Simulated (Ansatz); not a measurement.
Start from `O=C=NCO` and change one atom or group to get `O=C=N[SiH2]F`.

Ansatz, PBE0-D4/def2-TZVP geometries, multiplicity 1. Each molecule was computed in one conformer, which needn't be the lowest.

```tsv
property	`O=C=NCO`
HOMO–LUMO gap (B3LYP/def2-TZVPP) / eV	7.99
size of the dipole moment (ωB97M-V/def2-TZVPP) / D	2.40
HOMO energy (PBE/def2-TZVPP) / eV	-6.84
HOMO–LUMO gap (ωB97M-V/def2-TZVPP) / eV	12.57
HOMO energy (ωB97M-V/def2-TZVPP) / eV	-10.57
LUMO energy (PBE0/def2-TZVPP) / eV	0.27
```

Q: What does the change do to each property? (Best estimate.)

A: Computed: 
```
                                          property  `O=C=N[SiH2]F`  shift
             HOMO–LUMO gap (B3LYP/def2-TZVPP) / eV            8.16   0.17
size of the dipole moment (ωB97M-V/def2-TZVPP) / D            1.71  -0.69
                 HOMO energy (PBE/def2-TZVPP) / eV           -7.56  -0.72
           HOMO–LUMO gap (ωB97M-V/def2-TZVPP) / eV           12.72   0.15
             HOMO energy (ωB97M-V/def2-TZVPP) / eV          -11.16  -0.59
                LUMO energy (PBE0/def2-TZVPP) / eV           -0.32  -0.59
```

With PBE0 the HOMO falls by 0.65 eV and the LUMO falls by 0.59 eV, so the gap widens by about 0.06 eV. PBE moves the HOMO by -0.72 eV and ωB97M-V by -0.59 eV. Dipoles are sizes alone; their direction can turn.

B3LYP here is the variant with VWN-RPA as its local correlation; programs differ in this.
